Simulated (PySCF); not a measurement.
Xenon: highly charged ions in a basis for the neutral atom

Xe¹⁹⁺ [Ar] 3d10 4s2 4p5, Xe²⁰⁺ [Ar] 3d10 4s2 4p4. Computed with PySCF 2.14 in def2-SVP with the def2 core potential (28 electrons) (6s5p3d2f, 50 functions), with a scalar-relativistic core potential. No spin-orbit coupling, so a gap to NIST mixes the basis error with missing relativistic terms.

Changed run: basis of the neutral atom used for a highly charged ion. This setting is unsound on purpose.

```
species  method  sound run (hartree)  changed run (hartree)  converged
  Xe¹⁹⁺     UHF              not run             -180.95563        yes
  Xe¹⁹⁺     LDA              not run             -180.93979        yes
  Xe¹⁹⁺   B3LYP              not run             -181.29344        yes
  Xe²⁰⁺     UHF              not run             -159.44526        yes
  Xe²⁰⁺     LDA              not run             -159.41243        yes
  Xe²⁰⁺   B3LYP              not run             -159.73140        yes
```

Ionisation energy of Xe¹⁹⁺:

```csv
method,changed run (eV),NIST (eV)
UHF,585.33,582 ± 4
LDA,585.79,582 ± 4
B3LYP,586.73,582 ± 4
```

The contracted functions were made for the neutral atom and can be too rigid for a highly charged ion.
